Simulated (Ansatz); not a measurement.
Geometry optimisation, Ansatz 0.2.0, DFT PBE, scalar-relativistic, plane waves, PAW.

Input:

```yaml
crystal:
  lattice:
    - [6.46, 0.0, 0.0]
    - [-4.845, 8.391786, 0.0]
    - [0.0, 0.0, 5.14539]
  atoms:
    - { symbol: Zr, position: [0.0, 0.0, 0.0] }
    - { symbol: Zr, position: [0.16666667, 0.22222223, 0.5] }
    - { symbol: Zr, position: [0.0, 0.33333334, 0.0] }
    - { symbol: Zr, position: [0.16666667, 0.55555557, 0.5] }
    - { symbol: Zr, position: [1.0e-08, 0.66666668, 0.0] }
    - { symbol: Zr, position: [0.16666668, 0.88888891, 0.5] }
    - { symbol: Zr, position: [0.5, 0.0, 0.0] }
    - { symbol: Zr, position: [0.66666667, 0.22222223, 0.5] }
    - { symbol: Zr, position: [0.5, 0.33333334, 0.0] }
    - { symbol: Zr, position: [0.66666667, 0.55555557, 0.5] }
    - { symbol: Zr, position: [0.50000001, 0.66666668, 0.0] }
    - { symbol: Zr, position: [0.66666668, 0.88888891, 0.5] }
    - { symbol: Cu, position: [0.83828964, 0.43923034, 1.24733125] }
basis:
  ecutwfc: 420.0
kpoints:
  mp_grid: { grid: [3, 2, 3] }
hamiltonian:
  xc: pbe
scf:
  occupations: { method: gaussian, width: 0.1 }
  lower_state_search: "off"
relax:
  f_tol: 0.03
  max_steps: 60
  adjacent_minimum: "off"
```

Launched with:

```bash
$ ansatz run input.yaml --threads 4 --pin off --max-ram 10240MiB --backend cpu --events-out ev --progress --plain --runs-dir out
```

Task: Where does it end, and by what steps?

Result: The forces met the threshold. Limits of this set-up: coarse k mesh. After 16 steps the energy has fallen by 3.970 eV; Zr4 moved furthest, 0.91 Å.

```json
{"step": "0", "energy less start (eV)": "0.0000", "largest force component (eV/Å)": "3.856", "accepted": "yes"}
{"step": "1", "energy less start (eV)": "-2.8680", "largest force component (eV/Å)": "0.955", "accepted": "yes"}
{"step": "2", "energy less start (eV)": "-3.4614", "largest force component (eV/Å)": "0.471", "accepted": "yes"}
{"step": "3", "energy less start (eV)": "-3.5508", "largest force component (eV/Å)": "0.383", "accepted": "yes"}
{"step": "4", "energy less start (eV)": "-3.5511", "largest force component (eV/Å)": "0.373", "accepted": "yes"}
{"step": "5", "energy less start (eV)": "-3.5817", "largest force component (eV/Å)": "0.300", "accepted": "yes"}
{"step": "6", "energy less start (eV)": "-3.6237", "largest force component (eV/Å)": "0.114", "accepted": "yes"}
{"step": "7", "energy less start (eV)": "-3.6607", "largest force component (eV/Å)": "0.160", "accepted": "yes"}
{"step": "8", "energy less start (eV)": "-3.7237", "largest force component (eV/Å)": "0.238", "accepted": "yes"}
{"step": "9", "energy less start (eV)": "-3.7419", "largest force component (eV/Å)": "0.308", "accepted": "yes"}
{"step": "10", "energy less start (eV)": "-3.8326", "largest force component (eV/Å)": "0.204", "accepted": "yes"}
{"step": "11", "energy less start (eV)": "-3.8698", "largest force component (eV/Å)": "0.208", "accepted": "yes"}
{"step": "12", "energy less start (eV)": "-3.9086", "largest force component (eV/Å)": "0.138", "accepted": "yes"}
{"step": "13", "energy less start (eV)": "-3.9381", "largest force component (eV/Å)": "0.265", "accepted": "yes"}
{"step": "14", "energy less start (eV)": "-3.9614", "largest force component (eV/Å)": "0.124", "accepted": "yes"}
{"step": "15", "energy less start (eV)": "-3.9677", "largest force component (eV/Å)": "0.051", "accepted": "yes"}
{"step": "16", "energy less start (eV)": "-3.9700", "largest force component (eV/Å)": "0.028", "accepted": "yes"}
```

```xyz
13
Lattice="6.4600 0.0000 0.0000 -4.8450 8.3918 0.0000 0.0000 0.0000 5.1454" Properties=species:S:1:pos:R:3
Zr 0.225 0.170 0.025
Zr -0.253 2.135 2.190
Zr -1.970 2.397 -0.634
Zr -1.230 5.022 3.314
Zr -3.617 5.724 -0.015
Zr -3.081 7.265 2.510
Zr 3.314 -0.273 -0.097
Zr 2.757 1.552 2.217
Zr 1.359 2.912 -0.228
Zr 1.779 4.598 2.638
Zr -0.267 5.479 0.662
Zr 0.265 7.671 2.698
Cu 4.007 3.790 6.575
```

The run took 2.1 min on 4 threads of Arm Neoverse V1, on a shared host, peak memory 0.98 GiB.
